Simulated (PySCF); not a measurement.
Isomers of C7H8O3. Method: PySCF 2.14.0, PBE0-D3(BJ)/def2-SVP geometry optimisation, gas phase. Energies are electronic, without zero-point or thermal terms, for one conformer each. No frequencies were run at this level. Point groups hold within 0.08 Å.

**Question.** Order them by energy at this level, lowest first, and give relative energies in kJ/mol.
A. `[CH3:1][C:2]#[C:3][CH2:4][C:5](=[O:6])[O:7][C:8]([CH3:9])=[O:10]` with C3–C4–C5–O6 130°, C4–C5–O7–C8 151°, C5–O7–C8–C9 159°
B. `[CH3:1][C:2](=[O:3])[O:4][c:5]1[cH:6][cH:7][c:8]([CH3:9])[o:10]1` with C1–C2–O4–C5 -179°, C2–O4–C5–C6 -1°

**Answer.** B (0.0), A (120.0).

As drawn, the lower has an aromatic ring, which the higher lacks; the higher has a C≡C bond, which the lower lacks.

| SMILES | E (Eh) | E rel (kJ/mol) | dipole (D) | point group | A, B, C (MHz) |
| --- | --- | --- | --- | --- | --- |
| CC(=O)Oc1ccc(C)o1 | -496.32030 | 0.0 | 1.55 | near Cs | 4165, 733.9, 628.9 |
| CC#CCC(=O)OC(C)=O | -496.27458 | 120.0 | 4.01 | C1 | 1807, 792.1, 633.8 |
